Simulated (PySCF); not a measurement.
## Partial charges of `CC(C)C[C@H](F)C(=O)Cl`

C₆H₁₀ClFO.
Atom-mapped SMILES: `[CH3:1][CH:2]([CH3:3])[CH2:4][C@H:5]([F:6])[C:7](=[O:8])[Cl:9]` (hydrogens: H10, H11, H12 on C1; H13 on C2; H14, H15, H16 on C3; H17, H18 on C4; H19 on C5)

Structure used (GFN2-xTB), in Å, numbered top down from 1:
```xyz
19
C6H10ClFO angstrom
C     -1.4220    1.0194    0.7737
C     -0.9731   -0.1414   -0.1096
C     -1.7160   -1.4162    0.2850
C      0.5377   -0.3892    0.0018
C      1.3753    0.7192   -0.6481
F      1.1112    0.7773   -1.9920
C      2.8368    0.4330   -0.3861
O      3.4129    0.6846    0.6214
Cl     3.6250   -0.4070   -1.7001
H     -0.9608    1.9556    0.4705
H     -2.4998    1.1424    0.7039
H     -1.1663    0.8273    1.8136
H     -1.2064    0.0935   -1.1530
H     -1.4353   -2.2453   -0.3600
H     -1.4844   -1.6851    1.3134
H     -2.7897   -1.2685    0.2027
H      0.8281   -0.4670    1.0506
H      0.7862   -1.3272   -0.4994
H      1.1306    1.7039   -0.2309
```

Density: PBE0/pcSseg-1 (PySCF); schemes: Mulliken, IAO, Hirshfeld and ESP-fitted. Isolated species at its GFN2-xTB geometry (one conformer only).

Problem. Which atoms carry the lowest charge in the Mulliken, IAO, Hirshfeld and ESP-fitted schemes?

Solution. The schemes don't all agree: Mulliken C2 (-0.395); IAO C1 (-0.420); Hirshfeld O8 (-0.201); ESP-fitted C1 (-0.656).

Problem. Which atoms carry the highest charge in the Mulliken, IAO, Hirshfeld and ESP-fitted schemes?

Solution. The schemes don't all agree: Mulliken C7 (+0.236); IAO C7 (+0.343); Hirshfeld C7 (+0.175); ESP-fitted C2 (+0.513).

Problem. What partial charge does each atom carry?

Solution. In e:

```json
{"atom": "C1", "environment": "methyl carbon", "Mulliken": "-0.220", "IAO": "-0.420", "Hirshfeld": "-0.117", "ESP-fitted": "-0.656"}
{"atom": "C2", "environment": "sp3 CH carbon", "Mulliken": "-0.395", "IAO": "-0.092", "Hirshfeld": "-0.016", "ESP-fitted": "+0.513"}
{"atom": "C3", "environment": "methyl carbon", "Mulliken": "-0.201", "IAO": "-0.416", "Hirshfeld": "-0.114", "ESP-fitted": "-0.605"}
{"atom": "C4", "environment": "chain CH2 carbon", "Mulliken": "-0.201", "IAO": "-0.269", "Hirshfeld": "-0.074", "ESP-fitted": "-0.500"}
{"atom": "C5", "environment": "sp3 C–F carbon", "Mulliken": "+0.202", "IAO": "+0.137", "Hirshfeld": "+0.061", "ESP-fitted": "+0.241"}
{"atom": "F6", "environment": "alkyl fluorine", "Mulliken": "-0.309", "IAO": "-0.310", "Hirshfeld": "-0.098", "ESP-fitted": "-0.256"}
{"atom": "C7", "environment": "acyl halide carbon", "Mulliken": "+0.236", "IAO": "+0.343", "Hirshfeld": "+0.175", "ESP-fitted": "+0.372"}
{"atom": "O8", "environment": "carbonyl oxygen", "Mulliken": "-0.295", "IAO": "-0.351", "Hirshfeld": "-0.201", "ESP-fitted": "-0.371"}
{"atom": "Cl9", "environment": "chlorine bonded to C", "Mulliken": "-0.073", "IAO": "-0.051", "Hirshfeld": "-0.040", "ESP-fitted": "-0.099"}
{"atom": "H10", "environment": "methyl hydrogen", "Mulliken": "+0.117", "IAO": "+0.134", "Hirshfeld": "+0.039", "ESP-fitted": "+0.150"}
{"atom": "H11", "environment": "methyl hydrogen", "Mulliken": "+0.121", "IAO": "+0.145", "Hirshfeld": "+0.045", "ESP-fitted": "+0.169"}
{"atom": "H12", "environment": "methyl hydrogen", "Mulliken": "+0.109", "IAO": "+0.136", "Hirshfeld": "+0.040", "ESP-fitted": "+0.165"}
{"atom": "H13", "environment": "methine hydrogen", "Mulliken": "+0.136", "IAO": "+0.139", "Hirshfeld": "+0.035", "ESP-fitted": "+0.007"}
{"atom": "H14", "environment": "methyl hydrogen", "Mulliken": "+0.118", "IAO": "+0.140", "Hirshfeld": "+0.043", "ESP-fitted": "+0.145"}
{"atom": "H15", "environment": "methyl hydrogen", "Mulliken": "+0.106", "IAO": "+0.135", "Hirshfeld": "+0.040", "ESP-fitted": "+0.158"}
{"atom": "H16", "environment": "methyl hydrogen", "Mulliken": "+0.118", "IAO": "+0.142", "Hirshfeld": "+0.044", "ESP-fitted": "+0.150"}
{"atom": "H17", "environment": "methylene hydrogen", "Mulliken": "+0.142", "IAO": "+0.148", "Hirshfeld": "+0.046", "ESP-fitted": "+0.169"}
{"atom": "H18", "environment": "methylene hydrogen", "Mulliken": "+0.140", "IAO": "+0.146", "Hirshfeld": "+0.038", "ESP-fitted": "+0.147"}
{"atom": "H19", "environment": "methine hydrogen", "Mulliken": "+0.147", "IAO": "+0.162", "Hirshfeld": "+0.056", "ESP-fitted": "+0.100"}
```

Mean size of the charges over all atoms: ESP-fitted 0.262 e, IAO 0.201 e, Mulliken 0.178 e, Hirshfeld 0.070 e. Each set sums to the total charge, 0, to within 0.001 e. The Hirshfeld scheme divides the density at each point in proportion to the densities of the neutral, spherically averaged free atoms. The IAO scheme projects the occupied orbitals on a minimal set of polarised atomic orbitals and counts the electrons in each atom's part of it.

Problem. Sum the charges by element, for elements with more than one atom.

Solution. 
```json
{"element": "C", "atoms": "6", "Mulliken": "-0.577", "IAO": "-0.716", "Hirshfeld": "-0.086", "ESP-fitted": "-0.635"}
{"element": "H", "atoms": "10", "Mulliken": "+1.254", "IAO": "+1.429", "Hirshfeld": "+0.425", "ESP-fitted": "+1.362"}
```

Problem. How closely do the schemes follow one another over all atoms?

Solution. Correlation coefficient and root-mean-square difference: IAO with Hirshfeld 0.95, 0.150 e; Mulliken with IAO 0.89, 0.104 e; IAO with ESP-fitted 0.86, 0.171 e; Mulliken with Hirshfeld 0.85, 0.131 e; Hirshfeld with ESP-fitted 0.81, 0.255 e; Mulliken with ESP-fitted 0.56, 0.264 e.

Problem. How many electrons does the Hirshfeld scheme count on C7?

Solution. Z − q = 6 − (+0.175) = 5.825.
